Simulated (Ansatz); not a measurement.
Species: CH3AlBr2, charge 0, multiplicity 1. SMILES: [Al]([Br])([CH3])[Br]
Geometry: optimised at B3LYP-D3(BJ)/def2-TZVP (Ansatz, an electronic-structure program).

Quantity: vertical triplet-singlet gap (E(triplet) - E(singlet); each state is the SCF solution reached for its spin; for the triplet the Hartree-Fock reference is unstable and T1 is 0.045), in kcal/mol. Valence correlation only, unless marked. Open shells are spin-unrestricted. No spin-orbit coupling. Frozen are the shells of the preceding noble gas and the d and f shells that filled before the atom's block. No relativistic terms. CBS(X,Y): correlation extrapolated as X^-3; Hartree-Fock from the larger set.

```json
[
 {"level": "SVWN5/def2-TZVPD", "program": "Ansatz", "vertical triplet-singlet gap (kcal/mol)": "122.1"},
 {"level": "r2SCAN/def2-TZVPD", "program": "Ansatz", "vertical triplet-singlet gap (kcal/mol)": "124.5"},
 {"level": "B3LYP/def2-TZVPD", "program": "Ansatz", "vertical triplet-singlet gap (kcal/mol)": "130.2"},
 {"level": "PBE0/def2-TZVPD", "program": "Ansatz", "vertical triplet-singlet gap (kcal/mol)": "130.1"},
 {"level": "CAM-B3LYP/def2-TZVPD", "program": "Ansatz", "vertical triplet-singlet gap (kcal/mol)": "139.3"},
 {"level": "wB97M-V/def2-TZVPD", "program": "Ansatz", "vertical triplet-singlet gap (kcal/mol)": "144.3"},
 {"level": "wB97X-V/def2-TZVPD", "program": "Ansatz", "vertical triplet-singlet gap (kcal/mol)": "145.2"},
 {"level": "B2PLYP/def2-TZVPD", "program": "Ansatz", "vertical triplet-singlet gap (kcal/mol)": "138.9"},
 {"level": "RI-MP2/def2-TZVPPD", "program": "Ansatz", "vertical triplet-singlet gap (kcal/mol)": "151.7"},
 {"level": "RI-MP2/CBS(def2-TZVPPD,def2-QZVPPD)", "program": "Ansatz", "vertical triplet-singlet gap (kcal/mol)": "153.1"},
 {"level": "CCSD/def2-SVPD", "program": "Ansatz", "vertical triplet-singlet gap (kcal/mol)": "144.6"},
 {"level": "CCSD/def2-TZVPPD", "program": "Ansatz", "vertical triplet-singlet gap (kcal/mol)": "145.1"},
 {"level": "CCSD(T)/def2-SVPD", "program": "Ansatz", "vertical triplet-singlet gap (kcal/mol)": "142.9"},
 {"level": "CCSD(T)/def2-TZVPPD", "program": "Ansatz", "vertical triplet-singlet gap (kcal/mol)": "143.4"}
]
```
